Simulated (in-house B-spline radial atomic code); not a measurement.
A run on neutral arsenic that did not converge. Method: scalar-relativistic (X2C) wB97X, spin-polarised, spherical fractional occupations, Fermi nucleus of rms radius 4.0968 fm; computed with an all-electron radial atomic-structure program (B-spline basis).

Command:
```bash
python run_scf.py task.json out
```
Settings (nuclear radius in fm, mass in u):
```
Z                33
configuration    [Ne] 3s2 3p5.875 3d10 4s2 4p3 4d0.125
hamiltonian      x2c
method           wb97x
spin_polarised   True
nucleus          fermi
rms_radius       4.0968
atomic_mass      74.92159
speed_of_light   137.035999084
```

First and last ten iterations of the last attempt (damped for 15 steps, keeping 80 % of the old Fock matrix, then DIIS):
```
 iter        energy (Eh)    residual
    1       -2259.567273    3.90e-01
    2       -2259.964456    1.08e-01
    3       -2260.103841    6.57e-02
    4       -2260.155024    4.29e-02
    5       -2260.173692    3.03e-02
    6       -2260.180724    2.17e-02
    7       -2260.183530    1.57e-02
    8       -2260.184724    1.16e-02
    9       -2260.185310    8.60e-03
   10       -2260.185676    6.44e-03
  111       -2260.186389    1.34e-05
  112       -2260.186389    1.98e-05
  113       -2260.186393    5.79e-05
  114       -2260.186386    2.58e-05
  115       -2260.186386    2.84e-05
  116       -2260.186383    3.93e-05
  117       -2260.186383    3.67e-05
  118       -2260.186383    3.76e-05
  119       -2260.186384    3.08e-05
  120       -2260.186386    5.80e-05
 not converged after 120 iterations
```

The smallest residual met was 1.2e-05; the threshold is about 3e-07. Over the last five steps the energy moves by less than 6e-06 hartree, but the orbitals didn't meet the threshold. Run time, properties included: 20 s on 1 thread of Arm Neoverse V2, with other jobs on the host.
